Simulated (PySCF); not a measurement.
Species: C₈H₁₂O₂.
Z-matrix (Å and degrees, GFN2-xTB geometry), rows numbered from 1:
```
C 
O   1  1.4200
C   2  1.3400  1  116.50
O   3  1.2033  2  123.34  1    -0.46
C   3  1.5127  2  111.65  1   179.70
C   5  1.5326  3  110.65  2    61.11
C   6  1.4975  5  111.12  3  -170.01
C   7  1.3220  6  123.71  5    16.43
C   8  1.4974  7  123.41  6     0.21
C   9  1.5259  8  111.41  7    15.65
H   1  1.0917  2  110.27  3    43.67
H   1  1.0921  2  110.17  3   -76.49
H   1  1.0873  2  106.47  3   163.92
H   5  1.0940  3  107.26  2  -179.35
H   6  1.0947  5  109.33  3   -49.37
H   6  1.0930  5  109.97  3    68.39
H   7  1.0811  6  115.70  5  -163.94
H   8  1.0809  7  120.51  6  -179.14
H   9  1.0927  8  109.59  7   137.47
H   9  1.0952  8  108.84  7  -105.83
H  10  1.0919  5  110.26  3   -51.84
H  10  1.0911  5  108.70  3    66.81
```

NICS = −σ at a ghost point: NICS(0) at the centroid of the ring atoms, NICS(1) 1 Å to either side along the normal of their mean plane, zz for the tensor component along that normal. Level: GIAO PBE0/pcSseg-1 (PySCF, non-relativistic, gas phase) on the GFN2-xTB geometry, one conformer.

Ring bond lengths (Å), with Mayer bond orders in brackets: C5–C6 1.533 (0.98), C6–C7 1.498 (1.05), C7–C8 1.322 (1.93), C8–C9 1.497 (1.04), C9–C10 1.526 (1.06), C10–C5 1.532 (0.97).

Task: What do the NICS probes read (ppm)?

Result: 
| ring | type | NICS(0) | NICS(1), two faces | NICS(1)zz, two faces | rms pucker (Å) | centre to ring atoms, mean (Å) |
| --- | --- | --- | --- | --- | --- | --- |
| C5–C6–C7–C8–C9–C10 | 6-membered carbocycle; formal bonds 1 double, 5 single | -1.2 | -2.4 / -2.0 | 1.4 / 2.4 | 0.21 | 1.45 |

Task: What do they say, and how far can they be read as aromaticity?

Result: 
- C5–C6–C7–C8–C9–C10: mean NICS(1)zz 1.9 ppm, near zero. C5, C6, C9, C10 have four or more neighbours; no verdict on aromaticity is drawn.

Task: What field does 14.1 T along the ring normal induce along that normal at the first NICS(1) probe listed for ring C5–C6–C7–C8–C9–C10, 1 Å off the ring?

Result: NICSzz × B0 = 1.4 ppm × 14.1 T = 20 μT, along the applied field.

Task: List the ring angles and the Hirshfeld charges of the ring atoms.

Result: 
- C5–C6–C7–C8–C9–C10: C5 109.1° (-0.032 e), C6 111.1° (-0.072 e), C7 123.7° (-0.051 e), C8 123.4° (-0.052 e), C9 111.4° (-0.068 e), C10 109.6° (-0.070 e); sum 688.4° against 720° for a flat convex ring.

Task: How shielded are the nuclei of the rings and their hydrogens (means over atoms taken as equivalent)?

Result: 
| atoms | environment | σ isotropic (ppm) | principal values of the symmetric part, first atom (ppm) |
| --- | --- | --- | --- |
| C5 | sp3 carbon next to a carbonyl | 140.9 | 119.9, 134.4, 168.4 |
| C6 | allylic carbon | 154.0 | 140.8, 158.6, 162.7 |
| C7 | alkene CH carbon | 53.3 | -59.2, 59.1, 160.1 |
| C8 | alkene CH carbon | 52.5 | -60.9, 56.6, 161.9 |
| C9 | allylic carbon | 157.7 | 147.9, 162.0, 163.3 |
| C10 | ring CH2 carbon | 157.5 | 147.4, 161.8, 163.4 |
| H14 | methine hydrogen | 29.30 | 25.9, 28.2, 33.8 |
| H15 | methylene hydrogen | 29.24 | 24.9, 29.0, 33.8 |
| H16 | methylene hydrogen | 29.52 | 25.0, 28.2, 35.3 |
| H17 | vinylic hydrogen | 25.67 | 23.4, 26.5, 27.0 |
| H18 | vinylic hydrogen | 25.68 | 23.7, 26.2, 27.2 |
| H19 | methylene hydrogen | 29.56 | 24.9, 27.5, 36.3 |
| H20 | methylene hydrogen | 29.50 | 25.6, 27.3, 35.6 |
| H21 | methylene hydrogen | 29.94 | 25.1, 29.5, 35.2 |

The list is cut; further classes of hydrogen are left out.
